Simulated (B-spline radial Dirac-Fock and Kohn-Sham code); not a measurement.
**Photoionisation of boron ions at Cr Kα (5414.7 eV)**

The computed values come from a radial finite-basis atomic code: independent-particle photoionisation in a Dirac-Hartree-Slater potential with a Latter tail, all multipoles, thresholds from Dirac-Fock ΔSCF. Cross sections in kb; a dash marks an empty subshell or a threshold above the photon energy.

| ion | configuration | total | 1s | 2s | 2p1/2 | 2p3/2 |
| --- | --- | --- | --- | --- | --- | --- |
| B | [He] 2s2 2p1 | 0.1309 | 0.125 | 0.00611 | 5.91e-06 | 1.17e-05 |
| B⁺ | [He] 2s2 | 0.1325 | 0.125 | 0.00726 | – | – |
| B³⁺ | 1s2 | 0.1219 | 0.122 | – | – | – |
